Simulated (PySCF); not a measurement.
A drawing and its optimised geometry.

C5H11B2. Drawn bonds (atoms numbered from 1): B1–C2, C2=C3, C3–B4, B4–C5, C3–C6, C6–C7, B1–H8, B1–H9, C2–H10, B4–H11, C5–H12, C5–H13, C5–H14, C6–H15, C6–H16, C7–H17, C7–H18. Doublet state.

Geometry after optimisation with GFN2-xTB (Å):

```
atom  x, y, z in Å
B1    -2.704   -0.656    0.480
C2    -1.220   -0.940    0.529
C3    -0.127   -0.185   -0.067
B4     1.337   -0.690    0.102
C5     2.578    0.010   -0.564
C6    -0.478    0.568   -1.380
C7    -0.345    1.351   -0.153
H8    -3.443   -1.425    0.970
H9    -3.153    0.302   -0.030
H10   -0.877   -1.820    1.060
H11    1.534   -1.652    0.746
H12    3.370    0.171    0.167
H13    2.383    0.959   -1.058
H14    3.008   -0.662   -1.309
H15   -1.466    0.383   -1.770
H16    0.300    0.610   -2.126
H17   -1.237    1.720    0.328
H18    0.531    1.963   -0.005
```

Here a drawn bond counts as lost beyond 1.3 times the sum of covalent radii plus 0.1 Å; another pair counts as a new contact within 1.08 times that sum, or 1.2 times among H, C, N, O, F, S and Cl. Covalent radii used (Å): B 0.84, C 0.73, H 0.31.

Question: Which drawn bonds no longer describe this geometry, and which new contacts appear?

Answer: No drawn bond is lost. New contacts: C3–C7 (1.55 Å; radii sum 1.46 Å). The tight-binding optimisation can itself be at fault, so a check at a higher level is due before the drawing is dismissed.

Question: How long is each drawn bond in this geometry?

Answer: 
```
drawn bond  length (Å)  over radii sum
     B1–C2       1.512            0.96
     C2–C3       1.456            1.00
     C3–B4       1.558            0.99
     B4–C5       1.573            1.00
     C3–C6       1.553            1.06
     C6–C7       1.461            1.00
     B1–H8       1.174            1.02
     B1–H9       1.175            1.02
    C2–H10       1.084            1.04
    B4–H11       1.174            1.02
    C5–H12       1.090            1.05
    C5–H13       1.087            1.05
    C5–H14       1.091            1.05
    C6–H15       1.078            1.04
    C6–H16       1.079            1.04
    C7–H17       1.079            1.04
    C7–H18       1.079            1.04
```

These are computed values.
